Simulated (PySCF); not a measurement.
UHF on Ca (calcium, neutral)

Configuration: [Ar] 4s2, closed-shell 1S. Computed with PySCF 2.14 in x2c-TZVPall (6s5p3d, 36 functions), with scalar relativity by spin-free X2C-1e.

| Item | Value |
| --- | --- |
| Total energy | -679.620198 hartree |
| One-electron energy | -930.3305 hartree |
| Hartree (Coulomb) energy | 286.1589 hartree |
| Exchange energy | -35.4486 hartree |
| ⟨S²⟩ | 0.0000 |
| ⟨L²⟩ | 0.000 |
| Sum of ⟨r⟩ | 21.18 bohr |
| Sum of ⟨r²⟩ | 56.15 bohr² |
| Langevin diamagnetic susceptibility | -44.5 ×10⁻⁶ cm³/mol |
| Time after the integrals | 0.06 s of wall time on 1 thread of Neoverse-V1 (shared host) |

| shell | electrons | mean orbital energy (eV) | rms radius, mean of both spins (bohr) |
| --- | --- | --- | --- |
| 1s | 2 | -4084.7 | 0.0888 |
| 2s | 2 | -461.57 | 0.393 |
| 2p | 6 | -371.05 | 0.362 |
| 3s | 2 | -61.539 | 1.24 |
| 3p | 6 | -36.431 | 1.38 |
| 4s | 2 | -5.341 | 4.50 |

Densities and radii are taken from the X2C orbitals without a picture-change correction, which distorts them close to the nucleus.
